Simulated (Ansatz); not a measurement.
Conformers of `C[O][GeH2][SeH]`, each relaxed with PBE0-D4/def2-TZVP in Ansatz. CBS adds the triple-zeta coupled-cluster correction to the MP2 limit.

Outer-core shells of Ge, Se are correlated without core-valence functions. Scalar relativity is left out up to krypton. Spin–orbit coupling is left out.

Not all of them had a frequency check.

Conformer A:

```xyz
10

C     0.993   -1.020    0.741
O     0.625    0.339    0.785
Ge   -0.176    1.058   -0.625
Se   -2.188   -0.057   -1.123
H     1.454   -1.272    1.698
H     0.125   -1.673    0.590
H     1.721   -1.223   -0.055
H     0.702    0.873   -1.877
H    -0.410    2.513   -0.218
H    -2.846    0.461    0.084
```

Conformer B:

```xyz
10

C     0.274   -1.267   -0.866
O    -0.157   -1.109    0.465
Ge   -0.116    0.510    1.189
Se   -1.455    2.022   -0.023
H     0.183   -2.325   -1.124
H    -0.342   -0.688   -1.565
H     1.323   -0.971   -0.998
H    -0.722    0.320    2.579
H     1.333    1.031    1.180
H    -0.321    2.477   -0.836
```

Problem. Which is lowest in electronic energy at CCSD(T)/CBS (frozen core, def2 sets), and by how much? (Estimate.)

Solution. The calculation gave: A; B lies 1.5 kJ/mol higher. Gaps under about 2 kJ/mol don't settle the order.

Problem. Give the energies relative to A (kJ/mol) with r2SCAN-D4/def2-TZVPP, ωB97X-V/def2-TZVPP, ωB97M-V/def2-TZVPP, PBE/def2-TZVPP, CCSD/def2-TZVPP, HF/CBS(def2), CCSD/CBS(def2). (An estimate is asked.)

Solution. The calculation gave: 
| level | B |
| --- | --- |
| r2SCAN-D4/def2-TZVPP | 1.6 |
| ωB97X-V/def2-TZVPP | 1.7 |
| ωB97M-V/def2-TZVPP | 1.5 |
| PBE/def2-TZVPP | 1.7 |
| CCSD/def2-TZVPP | 1.6 |
| HF/CBS(def2) | 1.9 |
| CCSD/CBS(def2) | 1.5 |
